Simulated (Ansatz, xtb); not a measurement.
# C3H9ClSi: which of two isomers lies lower

Structure X: `CC(C)([SiH3])Cl`, a singlet. Structure Y: `C[C@@H](Cl)C[SiH3]`, a singlet. Both are isolated molecules in the gas phase, relaxed with r2SCAN-D4/def2-SVP, each in the lowest conformer that the search found.

Task: Estimate which is lower in electronic energy at CCSD(T)/def2-SVP + ΔMP2/def2-TZVPP, and by roughly how much.

Result: Too close to call at this level: CCSD(T)/def2-SVP + ΔMP2/def2-TZVPP gives E(Y) − E(X) = −0.037 eV.

How the difference moves with the method:

```csv
level,geometry,E(Y) − E(X) (eV),departure from the last row (eV),"job, with rough time for the two"
GFN2-xTB,GFN2-xTB,+0.031,+0.068,"optimisation, 0.21 s"
HF/STO-3G,GFN2-xTB,−0.049,−0.012,"single point, 0.38 s"
r2SCAN-D4/def2-SVP//GFN2-xTB,GFN2-xTB,−0.044,−0.007,"single point, 2.8 s"
r2SCAN-D4/def2-SVP,r2SCAN-D4/def2-SVP,−0.046,−0.010,"optimisation, 29 s"
HF/def2-SVP,r2SCAN-D4/def2-SVP,−0.107,−0.070,part of the CCSD(T) run
MP2/def2-SVP,r2SCAN-D4/def2-SVP,−0.037,0.000,part of the CCSD(T) run
CCSD(T)/def2-SVP,r2SCAN-D4/def2-SVP,−0.042,−0.006,single point
CCSD(T)/def2-SVP + ΔMP2/def2-TZVPP,r2SCAN-D4/def2-SVP,−0.037,,"single point, 35 s"
```

As drawn, both hold the same kinds of bond in the same numbers. Structure X has 2 methyl groups, Y 1.

The largest departure from CCSD(T)/def2-SVP + ΔMP2/def2-TZVPP is that of HF/def2-SVP, 0.070 eV. The last row adds to CCSD(T) the change of the MP2 difference between the two basis sets, here +0.006 eV.

With thermal terms from frequencies at re-optimised GFN2-xTB minima (ideal gas, soft modes damped towards free rotors, one conformer each, 298.15 K, 1 atm): the zero-point term adds +0.012 eV; ΔH is −0.031 and ΔG −0.037 eV.

The correlated steps freeze 13 core orbitals. Mirror images aren't counted in ΔG. Run with Ansatz 0.2.0, xtb 6.7.1; the last row on 2 threads of Intel(R) Xeon(R) 6975P-C (Granite Rapids) on a shared host.
